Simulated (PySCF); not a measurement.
C2H9BN2O, SMILES B(O)(NCC)N.

The structure is a stationary point at PBE0-D3(BJ)/def2-SVP. The structure was generated by enumeration, and PubChem lists no compound with its InChIKey, so it may never have been made. Other conformers were not sampled.

Level of theory: PySCF with PBE/def2-TZVP.

The molecule is in vacuum.

Computed frontier levels, gap, dipole moment and polarisability:
| Quantity | Value |
|---|---|
| highest occupied level | -5.16 eV |
| lowest empty level | -0.07 eV |
| orbital gap | 5.09 eV |
| dipole moment | 1.56 D |
| quadrupole, principal values (traceless, Buckingham form, about the centre of nuclear charge) | -6.23, -4.97, 11.20 D·Å |
| mean static polarisability | 60.9 bohr³ (9.03 Å³) |
| polarisability, principal values | 51.1, 61.0, 70.7 bohr³ |
